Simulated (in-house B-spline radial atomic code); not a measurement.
A calculation on S2+: its settings, and results tabulated from the run. Method: scalar-relativistic (X2C) r2SCAN0, spin-polarised, spherical fractional occupations, Fermi nucleus of rms radius 3.2611 fm. Calculated with a B-spline radial code for spherical atoms.

Command:
```bash
python run_scf.py task.json out
```
Settings (nuclear radius in fm, mass in u):
```
Z                16
configuration    [Ne] 3s2 3p2
hamiltonian      x2c
method           r2scan0
spin_polarised   True
nucleus          fermi
rms_radius       3.2611
atomic_mass      31.97207
speed_of_light   137.035999084
```

Output (hartree, bohr):
```
 radial grid: 70 intervals, B-splines of order 8, outer radius 25.5556 bohr

 iter        energy (Eh)    residual
    1        -397.891867    3.18e-02
    2        -397.894959    1.05e-03
    3        -397.894965    5.59e-04
    4        -397.894967    3.03e-04
    5        -397.894968    3.07e-05
    6        -397.894968    6.49e-06
    7        -397.894968    6.96e-07
    8        -397.894968    8.85e-08

 total energy                      -397.89497
 kinetic                             399.6566
 electron-nucleus                   -936.3612
 Hartree                             163.7680
 exact exchange                       -6.0816
 exchange-correlation                -18.8767

 orbital      occ     eigenvalue          <r>       <r^2>       <1/r>       r_max
 1s up      1.000       -90.7082    0.0966554   0.0125906     15.7466     0.06312
 1s down    1.000       -90.6889    0.0966357   0.0125849     15.7489     0.06311
 2s up      1.000        -9.1885     0.475601    0.269017     3.09688       0.387
 2s down    1.000        -9.1749     0.475609    0.268769     3.09392      0.3873
 2p up      3.000        -7.0278     0.440444    0.242133     2.96658      0.3257
 2p down    3.000        -7.0014     0.440841    0.242299     2.96248      0.3264
 3s up      1.000        -1.5958      1.58054     2.85814    0.863147        1.37
 3s down    1.000        -1.4422       1.5904     2.90257    0.859713       1.366
 3p up      2.000        -1.0972      1.76363     3.60315    0.757235         1.5
```

Run time, properties included: 0.28 s on 1 thread of AMD EPYC 9R45 96-Core Processor (shared host).

Caution: exact exchange at fractional occupations of open shells leaves self-interaction of up to several eV.
